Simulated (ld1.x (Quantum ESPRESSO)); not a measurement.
## Which change was made? (Sr, TM)

* Element: Sr (Z = 38)
* Generator: ld1.x (Quantum ESPRESSO) 7.5
* Type: norm-conserving Troullier–Martins (Kleinman–Bylander form)
* Functional: PBE
* Relativity: non-relativistic
* Frozen core: [Kr]
* Valence charge: 2
* Reference configuration: 4d0 5s1.75 5p0 (charge +0.25)
* Partial waves: 5s (bound): rc 3.05 bohr; 5p (bound, empty): rc 3.20 bohr; 4d (bound, empty): rc 3.70 bohr; 4f channel at 0.2 Ry: rc 3.25 bohr
* Local potential: all-electron potential smoothed inside 3.65 bohr (lloc = -2)
* Core correction: none

Cutoffs, loose and tight: the cutoffs (Ry, on a coarse ladder) from which the occupation-weighted sum of valence levels, in a spherical-Bessel basis at the reference potential, stays within 10 and 1 mRy of its value at 400 Ry. They do not see the model core or the augmentation charge, which bear on the density cutoff. Test errors are all-electron minus pseudo excitation energies from the reference, over the configurations 4d0 5s2 5p0; 4d0 5s1 5p0; 4d0 5s1.5 5p0; 4d0 5s0 5p2; 4d0 5s0 5p1; 4d0.5 5s1.5 5p0; 4d1 5s0 5p0; variants that change the core or the reference have their own tests.

The base gives: outcome: generated; cutoff, loose: 6 Ry; cutoff, tight: 8 Ry; bound ghosts: none; largest test error (meV): +588.

On the changes marked as counting shells twice: ld1.x takes every shell without a wave as core, so the model core holds the marked electrons as well and exchange and correlation see them twice. This cancels in the reference configuration, but the file is broken for other ones, and its errors say nothing about a proper core correction.

Task: After one change the result is: outcome: generated, misses its reference levels by 0.88 eV; cutoff, loose: 18 Ry; cutoff, tight: 35 Ry; bound ghosts: d; largest test error (meV): -1352. Which change was it?
A. functional PBEsol
B. core correction a·sin(br)/r model core inside 1.28 bohr
C. local potential the s channel
D. core [Ar] 3d10, valence charge 10; reference 4s2 4p6 4d0 5s1 5p0; waves now 4p (bound): rc 2.40 bohr; 4d (bound): rc 3.20 bohr; 4f channel at 0.2 Ry: rc 2.75 bohr; 4s (bound): rc 2.25 bohr; local potential the s channel; core correction Bessel-smoothed model core, default radius (core density twice the valence density) (5s counted twice)

Result: D. The others give: core correction a·sin(br)/r model core inside 1.28 bohr → outcome: generated; cutoff, loose: 6 Ry; cutoff, tight: 8 Ry; bound ghosts: none; largest test error (meV): -44 | functional PBEsol → outcome: generated; cutoff, loose: 6 Ry; cutoff, tight: 8 Ry; bound ghosts: none; largest test error (meV): +327 | local potential the s channel → outcome: generated; cutoff, loose: 6 Ry; cutoff, tight: 8 Ry; bound ghosts: p; largest test error (meV): +586.
